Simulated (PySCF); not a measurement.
Match the calculated data to a structure.

All candidates are C6H10OSi2.

* UV, first state: lowest singlet excitation: 5.18 eV (239 nm, f = 0.007) [TDDFT PBE0/def2-SVPD]
* XPS: Si2p3/2 106.5, Si2p3/2 107.1, C1s 289.8, C1s 289.8, C1s 290.2 (×2), C1s 290.2 (×2), O1s 538.6, Si1s 1846.3, Si1s 1847.0 eV [ΔSCF SCAN, pcX-2 on the ionised atom, pcseg-1 elsewhere, spin-free X2C, 2p3/2 from a spin–orbit splitting computed afterwards within the 2p shell]
* UV, strongest line: among the 10 lowest singlet transitions: S8 at 6.63 eV (187 nm, f = 0.652) [TDDFT PBE0/def2-SVPD]
* Valence photoelectron: vertical ionisation energy: 9.00 eV [ΔSCF PBE0/def2-SVPD]
* NMR, other nuclei: isotropic shieldings of nuclei other than C and H, by class: 328 (1 O), 378 (1 Si), 416 (1 Si) ppm [GIAO PBE0/pcSseg-1]
* 13C NMR: chemical shifts (computed TMS as zero) by class: 141.0 (2 C), 138.7 (2 C), 137.5 (1 C), 135.7 (1 C) ppm [GIAO PBE0/pcSseg-1]
* Rotational structure: rotational constants A, B, C: 3.900, 0.510, 0.456 GHz [PBE0-D3(BJ)/def2-SVP]
* Polarisability: 130.0 au [PBE0/def2-SVPD]

The electronic properties come from PySCF, for the isolated species, density fitting. Levels stand in brackets. The structure is a single PBE0-D3(BJ)/def2-SVP conformer in the gas phase; no vibrational or solvent corrections. NMR classes are plain means over equivalent atoms (diastereotopic ones count apart unless rotation or inversion swaps them), as if these changed places fast.

Problem. Which candidate is it?
A. `CC#C[SiH2]C#C[SiH2]OC`
B. `[SiH3]O[SiH2]c1ccccc1`
C. `O[SiH2]c1ccc([SiH3])cc1`

Solution. C. It is `O[SiH2]c1ccc([SiH3])cc1`. Numbering: `[OH:1][SiH2:2][c:3]1[cH:4][cH:5][c:6]([SiH3:7])[cH:8][cH:9]1`. Its formula, C6H10OSi2, gives 4 degrees of unsaturation: 1 ring and 3 π bonds in the structure found (Kekulé form). 6 carbons fall into 4 classes; from least to most shielded: aromatic CH carbon [C5/C8] (141.0 ppm, 2 C), aromatic CH carbon [C4/C9] (138.7 ppm, 2 C, up to 2.6 ppm apart in this geometry), substituted aromatic carbon [C3] (137.5 ppm), substituted aromatic carbon [C6] (135.7 ppm). The other shieldings belong to: 328 ppm, silanol oxygen [O1]; 378 ppm, oxygen-bound silicon [Si2]; 416 ppm, SiH3 silicon [Si7]. The core levels belong to: Si2p3/2 106.5 eV, SiH3 silicon [Si7]; Si2p3/2 107.1 eV, oxygen-bound silicon [Si2]; C1s 289.8 eV, substituted aromatic carbon [C3]; C1s 289.8 eV, substituted aromatic carbon [C6]; C1s 290.2 eV, aromatic CH carbon [C5/C8]; C1s 290.2 eV, aromatic CH carbon [C4/C9]; O1s 538.6 eV, silanol oxygen [O1]; Si1s 1846.3 eV, SiH3 silicon [Si7]; Si1s 1847.0 eV, oxygen-bound silicon [Si2]. One atom of each topological class was ionised and stands for its class. The hole state at 289.8 eV has ⟨S²⟩ = 0.83 against 0.75, so that value is less sure. The hole state at 290.2 eV has ⟨S²⟩ = 0.83 against 0.75, so that value is less sure. The hole state at 290.2 eV has ⟨S²⟩ = 0.83 against 0.75, so that value is less sure. The hole state at 289.8 eV has ⟨S²⟩ = 0.84 against 0.75, so that value is less sure. The first electron is taken from the HOMO, whose largest Löwdin shares are 0.22 on a substituted aromatic carbon, 0.21 on a substituted aromatic carbon and 0.10 on each of 2 atoms of one kind (aromatic CH carbon). By its constants the optimised geometry is an asymmetric top.

The others, at the same levels:
- `[SiH3]O[SiH2]c1ccccc1` fails: its computed 13C shifts are 138.6 (2 C), 137.2 (1 C), 135.7 (1 C), 133.7 (2 C) ppm, core binding energies are Si2p3/2 107.1, Si2p3/2 107.6, C1s 289.8, C1s 290.1 (×2), C1s 290.2 (×2), C1s 290.2, O1s 537.8, Si1s 1847.1, Si1s 1847.5 eV and lowest singlet excitation is 5.35 eV (232 nm, f = 0.002) (against 5.18 eV).
- `CC#C[SiH2]C#C[SiH2]OC` fails: it has 6 carbon classes against 4; its computed 13C shifts are 116.1 (1 C), 115.4 (1 C), 114.7 (1 C), 77.6 (1 C), 53.0 (1 C), 6.0 (1 C) ppm, lowest singlet excitation is 5.33 eV (233 nm, f = 0.002) (against 5.18 eV) and vertical ionisation energy is 9.80 eV (against 9.00 eV).

Each candidate is one conformer, not necessarily the lowest. The conformers computed, where there is a choice (atom-mapped SMILES and torsion angles):
- `[OH:1][SiH2:2][c:3]1[cH:4][cH:5][c:6]([SiH3:7])[cH:8][cH:9]1`: O1–Si2–C3–C4 -176°, H–O1–Si2–C3 180°
- `[SiH3:1][O:2][SiH2:3][c:4]1[cH:5][cH:6][cH:7][cH:8][cH:9]1`: Si1–O2–Si3–C4 129°, O2–Si3–C4–C5 0°
- `[CH3:1][C:2]#[C:3][SiH2:4][C:5]#[C:6][SiH2:7][O:8][CH3:9]`: C6–Si7–O8–C9 54°
